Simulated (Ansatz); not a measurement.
Geometry optimisation, RKS B3LYP/def2-SVP in Ansatz.

Input:

```yaml
crystal:
  periodic: [false, false, false]
  atoms:
    - { symbol: C, position_ang: [-0.7719, -0.0302, 0.9079] }
    - { symbol: S, position_ang: [0.9723, -0.2744, 0.8409] }
    - { symbol: B, position_ang: [1.0594, -0.0568, -1.0428] }
    - { symbol: F, position_ang: [1.0078, -1.1908, -1.9008] }
    - { symbol: F, position_ang: [1.3355, 1.2419, -1.6107] }
    - { symbol: H, position_ang: [-1.0604, 1.045, 0.5121] }
    - { symbol: H, position_ang: [-1.1383, -0.0574, 1.9518] }
    - { symbol: H, position_ang: [-1.3122, -0.7346, 0.2858] }
basis:
  gaussian: { orbitals: def2-SVP }
hamiltonian:
  xc: b3lyp
relax:
  f_tol: 0.015
  max_steps: 40
```

Run as:

```bash
$ ansatz run input.yaml --threads 1 --pin off --max-ram 2048MiB --backend cpu --events-out ev --progress --plain --runs-dir out
```

Task: Where does it end, and by what steps?

Result: It converged. The force dipped under the threshold on the way, but the program's further checks kept it going. After 21 steps the energy has fallen by 1.278 eV; F4 moved furthest, 1.25 Å.

```tsv
step	energy less start (eV)	largest force component (eV/Å)	accepted
0	0.0000	3.945	yes
1	-0.3516	2.594	yes
2	-0.4320	3.054	yes
3	-0.7828	1.050	yes
4	-0.8497	0.298	yes
5	-0.9075	0.785	yes
6	-0.9617	1.373	yes
7	-1.1456	0.606	yes
8	-1.2288	0.627	yes
9	-1.2354	0.595	yes
10	-1.2532	0.430	yes
11	-1.2753	0.041	yes
12	-1.2758	0.034	yes
13	-1.2761	0.028	yes
14	-1.2764	0.040	yes
15	-1.2767	0.088	yes
16	-1.2770	0.067	yes
17	-1.2757	0.133	no
18	-1.2774	0.008	yes
19	-1.2775	0.015	yes
20	-1.2775	0.016	yes
21	-1.2775	0.012	yes
```

```xyz
8
Properties=species:S:1:pos:R:3
C -0.810 0.137 0.932
S 0.742 -0.776 0.571
B 1.080 -0.244 -1.118
F 2.150 -0.702 -1.747
F 0.288 0.600 -1.765
H -0.651 1.221 0.866
H -1.094 -0.127 1.959
H -1.612 -0.165 0.246
```

Whether the end is a true minimum wasn't checked by a vibrational analysis.

Run time: 68 s on 1 thread of Arm Neoverse V2 (shared host), peak memory 0.17 GiB.
